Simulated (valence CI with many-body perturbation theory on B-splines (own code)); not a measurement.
Values are calculated unless marked as measured or tabulated.
Energy levels of Re⁴³⁺

Level of theory: relativistic CI+MBPT: four valence electrons over a frozen Dirac-Fock core [Ar] 3d10, radial functions for each j: 11 s, 11 p, 9 d, 7 f, 5 g, 2 h, 1 i, with the one-electron correlation potential Σ1 (screened to all orders), the two-electron term Σ2, the three-electron term Σ3, Breit, model QED; selected single and double excitations, second order for the rest (own B-spline code, finite nucleus).

No measured spectrum was set against this ion. As an estimate, large intervals hold to a few tenths of a per cent, small ones and those within an open d or f shell to about a per cent.

Levels 1 to 45 of 67, with energies above the lowest level, (4s^2 4p1/2^2) J=0. "Leading %" is the weight of the configuration and term that name the level; weights of strongly mixed levels are sums over their largest components and can fall short. In the jj column 3d3/2^4 stands for four electrons in 3d with j = 3/2.

```
No.  Configuration  Term  J  E (Ry)  Leading %                   Leading jj    Second component      g
  1        4s2 4p2    3P  0   0.000         70          4s^2 4p1/2^2 (99 %)     30 % 4s2 4p2 1S       
  2        4s2 4p2    3P  1   7.253         99      4s^2 4p1/2 4p3/2 (99 %)                      1.497
  3        4s2 4p2    1D  2   7.574         63      4s^2 4p1/2 4p3/2 (99 %)     36 % 4s2 4p2 3P  1.176
  4         4s 4p3   3P°  2  14.505         45      4s 4p1/2^2 4p3/2 (97 %)     31 % 4s 4p3 5S°  1.564
  5        4s2 4p2    3P  2  15.070         63          4s^2 4p3/2^2 (99 %)     36 % 4s2 4p2 1D  1.314
  6         4s 4p3   3D°  1  15.605         36      4s 4p1/2^2 4p3/2 (93 %)     25 % 4s 4p3 1P°  1.064
  7        4s2 4p2    1S  0  15.765         69          4s^2 4p3/2^2 (98 %)     30 % 4s2 4p2 3P       
  8      4s2 4p 4d   3F°  2  18.767         73      4s^2 4p1/2 4d3/2 (98 %)  20 % 4s2 4p 4d 1D°  0.763
  9      4s2 4p 4d   3D°  1  20.135         51      4s^2 4p1/2 4d3/2 (92 %)  26 % 4s2 4p 4d 1P°  0.864
 10      4s2 4p 4d   3P°  2  20.698         26      4s^2 4p1/2 4d5/2 (62 %)  24 % 4s2 4p 4d 3D°  1.417
 11      4s2 4p 4d   3F°  3  20.948         44      4s^2 4p1/2 4d5/2 (82 %)  21 % 4s2 4p 4d 3D°  1.156
 12         4s 4p3   3D°  2  21.933         38      4s 4p1/2 4p3/2^2 (61 %)     23 % 4s 4p3 5S°  1.401
 13         4s 4p3   3D°  3  22.352         81      4s 4p1/2 4p3/2^2 (81 %)  14 % 4s2 4p 4d 3F°  1.280
 14         4s 4p3   3P°  0  22.642         96      4s 4p1/2 4p3/2^2 (96 %)                           
 15         4s 4p3   3P°  1  23.163         48      4s 4p1/2 4p3/2^2 (93 %)     20 % 4s 4p3 3D°  1.279
 16         4s 4p3   1D°  2  23.351         68      4s 4p1/2 4p3/2^2 (89 %)     14 % 4s 4p3 3D°  1.095
 17         4s 4p3   3S°  1  23.465         39      4s 4p1/2 4p3/2^2 (96 %)     23 % 4s 4p3 3D°  1.360
 18      4s 4p2 4d    5F  1  26.112         44      4s 4p1/2^2 4d3/2 (97 %)   35 % 4s 4p2 4d 3D  0.419
 19      4s 4p2 4d    3D  2  26.361         28      4s 4p1/2^2 4d3/2 (93 %)   22 % 4s 4p2 4d 5F  1.158
 20      4s2 4p 4d   3D°  2  27.217         50      4s^2 4p3/2 4d3/2 (91 %)  24 % 4s2 4p 4d 1D°  1.049
 21      4s2 4p 4d   3P°  1  27.321         55      4s^2 4p3/2 4d3/2 (93 %)  34 % 4s2 4p 4d 3D°  1.127
 22      4s2 4p 4d   3P°  0  27.370         95      4s^2 4p3/2 4d3/2 (95 %)                           
 23      4s2 4p 4d   3F°  3  27.392         41      4s^2 4p3/2 4d3/2 (91 %)  33 % 4s2 4p 4d 1F°  1.115
 24      4s2 4p 4d   3F°  4  28.081         99      4s^2 4p3/2 4d5/2 (99 %)                      1.246
 25      4s2 4p 4d   3P°  2  28.190         38      4s^2 4p3/2 4d5/2 (82 %)  34 % 4s2 4p 4d 1D°  1.286
 26      4s 4p2 4d    3D  3  28.191         31      4s 4p1/2^2 4d5/2 (95 %)   23 % 4s 4p2 4d 5D  1.359
 27      4s 4p2 4d    3F  2  28.686         23      4s 4p1/2^2 4d5/2 (84 %)   20 % 4s 4p2 4d 1D  1.061
 28      4s2 4p 4d   3D°  3  29.460         54      4s^2 4p3/2 4d5/2 (92 %)  44 % 4s2 4p 4d 1F°  1.180
 29      4s2 4p 4d   1P°  1  29.592         61      4s^2 4p3/2 4d5/2 (92 %)  23 % 4s2 4p 4d 3P°  1.106
 30         4s 4p3   3P°  2  30.595         42            4s 4p3/2^3 (81 %)     16 % 4s 4p3 1D°  1.390
 31            4p4    3P  2  30.709         53       4p1/2^2 4p3/2^2 (78 %)         25 % 4p4 1D  1.249
 32            4p4    1S  0  31.135         54       4p1/2^2 4p3/2^2 (87 %)         33 % 4p4 3P       
 33         4s 4p3   1P°  1  31.577         39            4s 4p3/2^3 (90 %)     23 % 4s 4p3 3S°  1.167
 34      4s 4p2 4d    5D  0  32.746         85  4s 4p1/2 4p3/2 4d3/2 (96 %)   13 % 4s 4p2 4d 3P       
 35      4s 4p2 4d    5D  1  32.766         55  4s 4p1/2 4p3/2 4d3/2 (98 %)   21 % 4s 4p2 4d 5F  1.171
 36      4s 4p2 4d    5F  2  32.795         44  4s 4p1/2 4p3/2 4d3/2 (94 %)   14 % 4s 4p2 4d 5D  1.096
 37      4s 4p2 4d    5F  3  32.914         40  4s 4p1/2 4p3/2 4d3/2 (86 %)   27 % 4s 4p2 4d 3F  1.092
 38      4s2 4p 4f    3G  3  33.337         42      4s^2 4p1/2 4f5/2 (61 %)   15 % 4s2 4p 4f 1F  0.907
 39      4s 4p2 4d    3G  4  33.405         32  4s 4p1/2 4p3/2 4d3/2 (80 %)   23 % 4s 4p2 4d 3F  1.169
 40      4s2 4p 4f    3F  2  33.753         31      4s^2 4p1/2 4f5/2 (58 %)   19 % 4s 4p2 4d 3F  0.907
 41      4s2 4p 4f    3D  3  34.065         25      4s^2 4p1/2 4f7/2 (48 %)   16 % 4s 4p2 4d 3F  1.244
 42      4s 4p2 4d    3F  2  34.192         51  4s 4p1/2 4p3/2 4d3/2 (71 %)    9 % 4s 4p2 4d 5P  0.921
 43      4s 4p2 4d    5D  4  34.254         46  4s 4p1/2 4p3/2 4d5/2 (97 %)   36 % 4s 4p2 4d 5F  1.391
 44      4s2 4p 4f    3G  4  34.430         32      4s^2 4p1/2 4f7/2 (75 %)   22 % 4s2 4p 4f 3F  1.136
 45      4s 4p2 4d    5P  1  34.432         26  4s 4p1/2 4p3/2 4d3/2 (94 %)   20 % 4s 4p2 4d 3P  1.584
```

The ionisation energy to 4s2 4p 2P°_1/2 of the next ion comes out as 2241.4 eV (NIST: 2240 ± 4 eV (theoretical)). All 67 levels together are meant to be complete up to 38.055 Ry.
